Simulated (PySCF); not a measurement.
SMILES C=C1CCC(=S)CS1, C6H8S2

Molfile (atoms numbered from 1):
```
C6H8S2
     RDKit          3D

 16 16  0  0  0  0  0  0  0  0999 V2000
    2.4616    0.2399   -0.6661 C   0  0  0  0  0  0  0  0  0  0  0  0
    1.2766   -0.0828   -0.1676 C   0  0  0  0  0  0  0  0  0  0  0  0
    0.3469    0.8820    0.5015 C   0  0  0  0  0  0  0  0  0  0  0  0
   -1.0019    0.9323   -0.2183 C   0  0  0  0  0  0  0  0  0  0  0  0
   -1.6653   -0.4017   -0.3259 C   0  0  0  0  0  0  0  0  0  0  0  0
   -3.0221   -0.6197   -1.1942 S   0  0  0  0  0  0  0  0  0  0  0  0
   -1.0120   -1.5325    0.3745 C   0  0  0  0  0  0  0  0  0  0  0  0
    0.6888   -1.7485   -0.2869 S   0  0  0  0  0  0  0  0  0  0  0  0
    2.8382    1.2457   -0.6013 H   0  0  0  0  0  0  0  0  0  0  0  0
    3.0912   -0.4904   -1.1415 H   0  0  0  0  0  0  0  0  0  0  0  0
    0.2011    0.5887    1.5453 H   0  0  0  0  0  0  0  0  0  0  0  0
    0.8002    1.8746    0.4965 H   0  0  0  0  0  0  0  0  0  0  0  0
   -1.6785    1.6181    0.3019 H   0  0  0  0  0  0  0  0  0  0  0  0
   -0.8701    1.3368   -1.2268 H   0  0  0  0  0  0  0  0  0  0  0  0
   -1.5270   -2.4732    0.1880 H   0  0  0  0  0  0  0  0  0  0  0  0
   -0.9352   -1.3604    1.4509 H   0  0  0  0  0  0  0  0  0  0  0  0
  1  2  2  0
  2  3  1  0
  3  4  1  0
  4  5  1  0
  5  6  2  0
  5  7  1  0
  7  8  1  0
  8  2  1  0
  1  9  1  0
  1 10  1  0
  3 11  1  0
  3 12  1  0
  4 13  1  0
  4 14  1  0
  7 15  1  0
  7 16  1  0
M  END
```

Computed with PySCF 2.14.0, GIAO HF/pcSseg-1 magnetisability, rotational g tensor and spin-rotation constants, non-relativistic, gas phase. Geometry: GFN2-xTB.

Task: Give the nuclear spin-rotation constants along the inertial axes (H = +C I·J) beside the isotropic shieldings.

Result: Rotational constants 2.7957, 1.0065, 0.8372 GHz. A star marks the isotopologue with that one atom substituted, in its own axes.
| atom | isotope | Caa (kHz) | Cbb (kHz) | Ccc (kHz) | mean (kHz) | σ (ppm) |
| --- | --- | --- | --- | --- | --- | --- |
| H9 | 1H | -0.220 | 0.061 | -0.097 | -0.086 | 26.7 |
| H10 | 1H | -0.182 | -0.005 | -0.059 | -0.082 | 27.0 |
| H11 | 1H | -0.296 | -0.109 | 0.022 | -0.128 | 29.6 |
| H12 | 1H | -0.230 | 0.008 | -0.098 | -0.107 | 29.8 |
| H13 | 1H | -0.232 | -0.019 | -0.066 | -0.106 | 29.0 |
| H14 | 1H | -0.336 | -0.078 | 0.016 | -0.133 | 29.0 |
| H15 | 1H | -0.209 | 0.019 | -0.096 | -0.096 | 28.4 |
| H16 | 1H | -0.301 | -0.097 | 0.032 | -0.122 | 28.0 |
| C1 | 13C* | 0.576 | 0.439 | 0.155 | 0.390 | 78.7 |
| C2 | 13C* | 0.759 | 0.525 | 0.173 | 0.486 | 41.9 |
| C3 | 13C* | 0.444 | 0.141 | 0.128 | 0.238 | 161.7 |
| C4 | 13C* | 0.485 | 0.176 | 0.140 | 0.267 | 147.9 |
| C5 | 13C* | 1.483 | 0.818 | 0.226 | 0.842 | -92.3 |
| S6 | 33S* | 2.468 | 0.653 | 0.304 | 1.142 | -310.0 |
| C7 | 13C* | 0.501 | 0.149 | 0.152 | 0.267 | 149.1 |
| S8 | 33S* | 0.624 | 0.257 | 0.229 | 0.370 | 511.8 |

For the geometry as given, no vibrational averaging.

Task: How do the rotational constants and the g tensor change when H9, H10, H11, H12, H13, H14, H15, H16 are replaced by deuterium?

Result: Constants 2.3720, 0.9329, 0.7736 GHz; g -0.0330, -0.0179, -0.0101, against -0.0385, -0.0193, -0.0108 before.
